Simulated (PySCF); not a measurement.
C₄H₁₂OSn (SMILES C[CH2][SnH]([OH])[CH2]C), singlet, geometry from GFN2-xTB (such geometries of metal compounds can be far from the true shape) (all electrons, no relativity), with bond 17-6 at 1.4 times its length; CASCI(2,2)/STO-3G run with PySCF.

Input for PySCF:
```python
from pyscf import gto, scf, mcscf
import numpy

mol = gto.M(
    atom='''
Sn    0.00094775    0.22326748   -0.07092995
O     0.39240958   -0.04685981    1.86787543
C     1.75680852   -0.76815959   -0.95695779
C     3.06257312   -0.30951427   -0.34585603
C    -2.02089483   -0.60857236   -0.46167463
C    -3.14044171    0.19312370    0.16724162
H    -0.00619980    1.94840042   -0.26145222
H    -0.21019263    0.34995015    2.49215382
H     1.74802787   -0.58891157   -2.03107933
H     1.61359077   -1.83516826   -0.79032503
H     3.89092455   -0.86256911   -0.78757529
H     3.22629873    0.75054353   -0.52089111
H     3.06262486   -0.48148840    0.72570461
H    -2.15659151   -0.66221674   -1.53903148
H    -2.01413264   -1.62637588   -0.07376520
H    -3.04525523    0.21791554    1.25042065
H    -4.48658797   -0.43705092   -0.17687663
H    -3.14205458    1.21716089   -0.19862722
''',
    basis='sto-3g',
    verbose=4,
)

mf = scf.RHF(mol)
mf.kernel()
mc = mcscf.CASCI(mf, 2, 2)
mc.fix_spin_(ss=0.0)
mc.kernel()
occ = numpy.linalg.eigvalsh(mc.fcisolver.make_rdm1(mc.ci, mc.ncas, mc.nelecas))[::-1]
ss = mc.fcisolver.spin_square(mc.ci, mc.ncas, mc.nelecas)[0]
print('natural occupations', occ.round(4), ' <S^2>', round(ss, 4))
```

The log (banner, timings and long lists left out):

```
PySCF version 2.14.0

[INPUT] verbose = 4
[INPUT] num. atoms = 18
[INPUT] num. electrons = 94
[INPUT] charge = 0
[INPUT] spin (= nelec alpha-beta = 2S) = 0
[INPUT] symmetry False subgroup None
[INPUT] Mole.unit = angstrom
[INPUT] Symbol           X                Y                Z      unit          X                Y                Z       unit  Magmom
[...]
nuclear repulsion = 617.492914273627
number of shells = 38
number of NR pGTOs = 192
number of NR cGTOs = 64
basis = sto-3g
ecp = {}

******** <class 'pyscf.scf.hf.RHF'> ********
method = RHF
initial guess = minao
damping factor = 0
level_shift factor = 0
DIIS = <class 'pyscf.scf.diis.CDIIS'>
diis_start_cycle = 1
diis_space = 8
diis_damp = 0
SCF conv_tol = 1e-09
SCF conv_tol_grad = None
SCF max_cycles = 50
direct_scf = True
direct_scf_tol = 1e-13
Set gradient conv threshold to 3.16228e-05
Initial guess from minao.
init E= -6176.89057713464
[...]
cycle= 1 E= -6193.50330800622  delta_E= -16.6  |g|= 0.637  |ddm|=  4.8
[...]
cycle= 2 E= -6193.68349881324  delta_E= -0.18  |g|= 0.147  |ddm|=  1.3
[...]
cycle= 3 E= -6193.69257495978  delta_E= -0.00908  |g|= 0.0368  |ddm|= 0.278
[...]
cycle= 4 E= -6193.69338088297  delta_E= -0.000806  |g|= 0.00859  |ddm|= 0.0854
[...]
cycle= 5 E= -6193.69342684619  delta_E= -4.6e-05  |g|= 0.00193  |ddm|= 0.0218
[...]
cycle= 6 E= -6193.69342912402  delta_E= -2.28e-06  |g|= 0.000635  |ddm|= 0.00425
[...]
cycle= 7 E= -6193.69342942212  delta_E= -2.98e-07  |g|= 9.42e-05  |ddm|= 0.00187
[...]
cycle= 8 E= -6193.69342942983  delta_E= -7.71e-09  |g|= 3.1e-05  |ddm|= 0.000299
[...]
cycle= 9 E= -6193.6934294306  delta_E= -7.69e-10  |g|= 9.23e-06  |ddm|= 9.16e-05
[...]
Extra cycle  E= -6193.69342943072  delta_E= -1.25e-10  |g|= 4.47e-06  |ddm|= 2.38e-05
converged SCF energy = -6193.69342943072

******** <class 'pyscf.mcscf.casci.CASCI'> ********
CAS (1e+1e, 2o), ncore = 46, nvir = 16
natorb = False
canonicalization = True
sorting_mo_energy = False
******** <class 'pyscf.fci.addons.SpinPenaltyFCISolver'> ********
max. cycles = 200
conv_tol = 1e-08
davidson only = True
linear dependence = 1e-12
level shift = 0.001
max iter space = 12
nroots = 1
pspace_size = 400
spin = None
Density matrix diagonal elements [1.99763183 0.00236817]
CASCI converged
CASCI E = -6193.69453353379  E(CI) = -0.887914446516334  S^2 = 0.0000000
natural occupations [1.9976 0.0024]  <S^2> 0.0
```
